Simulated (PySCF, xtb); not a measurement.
C4H3BrO, SMILES Brc1ccco1.

GFN2-xTB (xtb 6.7.1) at its own geometry gives an orbital gap of 4.37 eV and a dipole moment of 3.40 D.

Geometry optimised at ωB97X-D3(BJ)/def2-SVP.

What does HF/def2-TZVP in PySCF give? (The exact figures need the calculation; the answer reports its results.)

gap 12.25 eV (levels -8.69 and 3.55 eV), dipole 1.85 D.
